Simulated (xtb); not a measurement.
xtb was given this input:
```
$ xtb mol.xyz --gfn 2 --uhf 1 --opt vtight --json

# file mol.xyz
3

O     -1.10541090    -0.33510506     0.02022979
S     -0.13157549     0.57568822    -0.00570382
F      1.30979413    -0.22227008    -0.03322524
```

What does this run give for the dipole moment, total energy at the end of the optimisation?


```yaml
dipole_moment: 2.66 D
total_energy_at_the_end_of_the_optimisation: -12.0164 Eh
```
